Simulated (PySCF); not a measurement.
## Ionisation energy of Sr¹⁶⁺ by level of theory

Sr¹⁶⁺ [Ar] 3d4 (5D) → Sr¹⁷⁺ [Ar] 3d3 (4F), as a difference of total energies. Calculation: PySCF 2.14, in an even-tempered Gaussian basis (17 s from 1.4 bohr⁻², ratio 2.5; 11 p from 1.8 bohr⁻², ratio 2.5; 8 d from 1.8 bohr⁻², ratio 2.5; 4 f from 7.2 bohr⁻², ratio 2.7; 4 g from 11 bohr⁻², ratio 2.7); no relativity, point nucleus. Correlated levels: outer shells: [Ne] frozen; virtual orbitals above 40 to 60 times the deepest correlated orbital energy dropped. The calculations carry no spin-orbit coupling.

```json
{"method": "UHF", "ionisation energy (eV)": "614.00"}
{"method": "LDA", "ionisation energy (eV)": "615.06"}
{"method": "PBE", "ionisation energy (eV)": "614.30"}
{"method": "PBE0", "ionisation energy (eV)": "614.66"}
{"method": "r2SCAN", "ionisation energy (eV)": "614.20"}
{"method": "MN15", "ionisation energy (eV)": "615.45"}
{"method": "B97-3", "ionisation energy (eV)": "614.74"}
{"method": "MP2 (outer shells)", "ionisation energy (eV)": "614.81"}
{"method": "SCS-MP2 (outer shells)", "ionisation energy (eV)": "614.38"}
```

How much does correlation contribute at MP2 (outer shells)?

614.81 − (614.00) = 0.81 eV, measured against UHF.

A first-order spin-orbit estimate (lowest level to lowest level, LS coupling) adds -0.537 eV.

All relativistic terms are absent from these numbers, so their closeness to the reference says little about the methods.

For comparison: 612 ± 3 eV (theoretical estimate listed by NIST; NIST Atomic Spectra Database, ionization energies).
